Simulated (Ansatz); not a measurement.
Input for Ansatz (an electronic-structure program): R-PBE0/def2-TZVPP on CH3FSi (SMILES C[Si]F), a point of a torsion scan.

Ansatz 0.2 input:
```yaml
crystal:
  periodic: [false, false, false]
  atoms:
    - {symbol: C, position_ang: [-0.54689334, -0.02882035, 0.00445324]}
    - {symbol: Si, position_ang: [1.17677683, -0.84791656, -0.08032791]}
    - {symbol: F, position_ang: [0.82936975, -2.08883286, 0.95383265]}
    - {symbol: H, position_ang: [-0.78779555, 0.26972783, 1.02583143]}
    - {symbol: H, position_ang: [-1.32515819, -0.72062155, -0.32124222]}
    - {symbol: H, position_ang: [-0.61170241, 0.85858325, -0.62179556]}
basis:
  gaussian:
    orbitals: def2-TZVPP
hamiltonian:
  xc: {name: PBE0}
scf: {lower_state_search: off}
```

Task: Give the final energy of this run.

Result: -429.0647 hartree.
